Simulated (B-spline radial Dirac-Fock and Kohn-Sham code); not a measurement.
**Ionisation of each subshell: W²⁰⁺**

System: the W²⁰⁺ ion, [Kr] 4d10 4f8; nuclear rms radius 5.3658 fm (A = 184).

Method: Dirac-Fock ΔSCF + Breit + QED. Computed with a B-spline atomic structure program. Electron correlation is not included. Energies are counted from the vacuum level.

All terms are in eV, carry their sign (relaxation lowers the binding energy) and add up to the binding energy; ⟨r⟩ is the mean radius of the orbital in the initial state.

```
  subshell  −ε (Koopmans)  relaxation    Breit  self-energy  vacuum polarisation  binding energy  ⟨r⟩ (bohr)
    K (1s)        70504.3      -74.40  -229.09      -148.20                28.10         70080.7       0.018
   L1 (2s)        12747.5      -39.06   -25.74       -21.34                 3.80         12665.1       0.077
L2 (2p1/2)        12187.7      -43.56   -42.57        -0.14                 0.16         12101.6       0.064
L3 (2p3/2)        10832.3      -40.46   -25.89        -1.57                -0.14         10764.2       0.072
   M1 (3s)         3408.1      -16.80    -4.78        -4.91                 0.85          3382.5       0.200
M2 (3p1/2)         3160.0      -17.78    -8.10        -0.14                 0.04          3134.0       0.190
M3 (3p3/2)         2861.9      -16.32    -4.60        -0.40                -0.04          2840.5       0.205
M4 (3d3/2)         2450.2      -18.84    -3.56         0.34                -0.04          2428.1       0.179
M5 (3d5/2)         2386.1      -18.30    -2.30         0.17                -0.04          2365.7       0.184
   N1 (4s)         1132.6       -3.75    -1.14        -1.26                 0.22          1126.6       0.441
N2 (4p1/2)         1027.3       -3.74    -1.89        -0.03                 0.01          1021.7       0.444
N3 (4p3/2)          953.1       -3.19    -1.01        -0.10                -0.01           948.8       0.471
N4 (4d3/2)          778.3       -3.20    -0.66         0.07                -0.01           774.6       0.477
N5 (4d5/2)          763.9       -3.01    -0.37         0.03                -0.01           760.6       0.486
 N6,7 (4f)          548.8       -3.05     0.04         0.04                 0.00           545.8       0.494
```

For the deepest level, K (1s), the Breit terms make up -0.327 % of the binding energy, QED -0.171 % and orbital relaxation -0.106 %.

Spin-orbit splittings: 2p 1337.4 eV, 3p 293.5 eV, 3d 62.45 eV, 4p 72.88 eV, 4d 13.98 eV.

Going to the tabulated ground configuration of the next ion removes an electron from N6,7 (4f), computed at 545.8 eV. NIST lists 543.4 ± 1.4 eV as the ionisation energy of this species (semi-empirical), -2.43 eV from the computed value. Where a p, d or f shell is open in either ion the computed value averages over both j values and all terms, while the table refers to the lowest levels; that difference holds spin-orbit splitting (largest in heavy or highly charged ions), term energies where several electrons share open shells, and correlation, and it can reach 10 % or more.
